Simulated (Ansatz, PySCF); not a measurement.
This PySCF input computes a PBE/def2-TZVPD energy:

```python
from pyscf import gto, scf, dft

mol = gto.M(
    atom='''
    F    -0.67566523   -0.86675447   -1.05113861
    C    -0.53150033   -0.06471911   -0.00882361
    F    -0.72804288   -0.73213894    1.11651482
    Cl    0.93072794    0.86931502   -0.03149672
    ''',
    basis='def2-tzvpd',
    charge=0,
    spin=1,
    verbose=4,
)

mf = dft.UKS(mol, xc='pbe').density_fit(auxbasis='def2-universal-jkfit')
mf.grids.level = 3
mf.conv_tol = 1e-9
mf.max_cycle = 100
mf.max_memory = 1500
mf.kernel()
if not mf.converged:
    mf = mf.newton()
    mf.kernel(mf.make_rdm1())
for _ in range(2):
    mo, _, stable, _ = mf.stability(return_status=True)
    if stable:
        break
    mf.kernel(mf.make_rdm1(mo, mf.mo_occ))
mf.analyze()
```

Q: Write an input for the same energy in Ansatz (a program for electronic structure) and say what it gives.

A: 
Ansatz 0.2 input:
```yaml
crystal:
  periodic: [false, false, false]
  atoms:
    - {symbol: F, position_ang: [-0.67566523, -0.86675447, -1.05113861]}
    - {symbol: C, position_ang: [-0.53150033, -0.06471911, -0.00882361]}
    - {symbol: F, position_ang: [-0.72804288, -0.73213894, 1.11651482]}
    - {symbol: Cl, position_ang: [0.93072794, 0.86931502, -0.03149672]}
basis:
  gaussian:
    orbitals: def2-TZVPD
hamiltonian:
  xc: {name: PBE}
magnetization: {spin_polarized: true, initial_magnetization: 1}
output: {forces: true}
```
It gives -697.62957 Eh, and PySCF -697.62961 Eh, a difference of 0.04 mEh, from the treatment of integrals and grids.

It need not be the lowest isomer of its formula.
